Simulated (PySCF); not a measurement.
# GaC: energy against distance

Set-up: Ga def2-SVP, C def2-SVP; no relativity (PySCF 2.14). Energies in eV from Ga + C in their ground configurations at the same level. State: ⁴Σ⁻ (quartet), unpaired electrons σ ↑, π ↑↑.

All columns are BLYP. A positive dipole means Ga(−)C(+).

```json
{"R (Å)": "1.723", "E (eV)": "-2.474", "μ (D)": "-1.19", "Mulliken charge on Ga (basis-dependent)": "0.06", "HOMO (eV)": "-5.08", "LUMO (eV)": "-4.25", "Mayer bond order": "1.70", "⟨S²⟩": "3.75"}
{"R (Å)": "1.804", "E (eV)": "-2.881", "μ (D)": "-1.34", "Mulliken charge on Ga (basis-dependent)": "0.10", "HOMO (eV)": "-5.13", "LUMO (eV)": "-4.05", "Mayer bond order": "1.61", "⟨S²⟩": "3.75"}
{"R (Å)": "1.884", "E (eV)": "-3.115", "μ (D)": "-1.51", "Mulliken charge on Ga (basis-dependent)": "0.13", "HOMO (eV)": "-5.15", "LUMO (eV)": "-3.86", "Mayer bond order": "1.53", "⟨S²⟩": "3.75"}
{"R (Å)": "1.944", "E (eV)": "-3.207", "μ (D)": "-1.65", "Mulliken charge on Ga (basis-dependent)": "0.16", "HOMO (eV)": "-5.16", "LUMO (eV)": "-3.74", "Mayer bond order": "1.47", "⟨S²⟩": "3.75"}
{"R (Å)": "2.004", "E (eV)": "-3.246", "μ (D)": "-1.80", "Mulliken charge on Ga (basis-dependent)": "0.18", "HOMO (eV)": "-5.16", "LUMO (eV)": "-3.62", "Mayer bond order": "1.42", "⟨S²⟩": "3.75"}
{"R (Å)": "2.064", "E (eV)": "-3.244", "μ (D)": "-1.96", "Mulliken charge on Ga (basis-dependent)": "0.21", "HOMO (eV)": "-5.16", "LUMO (eV)": "-3.51", "Mayer bond order": "1.37", "⟨S²⟩": "3.75"}
{"R (Å)": "2.144", "E (eV)": "-3.195", "μ (D)": "-2.17", "Mulliken charge on Ga (basis-dependent)": "0.23", "HOMO (eV)": "-5.13", "LUMO (eV)": "-3.38", "Mayer bond order": "1.31", "⟨S²⟩": "3.75"}
{"R (Å)": "2.244", "E (eV)": "-3.083", "μ (D)": "-2.45", "Mulliken charge on Ga (basis-dependent)": "0.25", "HOMO (eV)": "-4.95", "LUMO (eV)": "-3.28", "Mayer bond order": "1.26", "⟨S²⟩": "3.75"}
{"R (Å)": "2.365", "E (eV)": "-2.905", "μ (D)": "-2.78", "Mulliken charge on Ga (basis-dependent)": "0.28", "HOMO (eV)": "-4.74", "LUMO (eV)": "-3.21", "Mayer bond order": "1.20", "⟨S²⟩": "3.75"}
{"R (Å)": "2.525", "E (eV)": "-2.633", "μ (D)": "-3.21", "Mulliken charge on Ga (basis-dependent)": "0.29", "HOMO (eV)": "-4.51", "LUMO (eV)": "-3.13", "Mayer bond order": "1.16", "⟨S²⟩": "3.75"}
```

A fit through these points gives, at Re = 2.031 Å, μ = -1.87 D and dμ/dR = -2.60 D/Å; the reduced mass is 10.22 u.

Question: How strong is the fundamental in the double-harmonic approximation, I = 42.26·(dμ/dR)²/μred km/mol?

Answer: I = 42.26·(-2.60)²/10.22 = 28.0 km/mol at BLYP.

Spin–orbit coupling is left out. The state is the lowest determinant that a PBE0 search found; another state may lie lower at other levels.
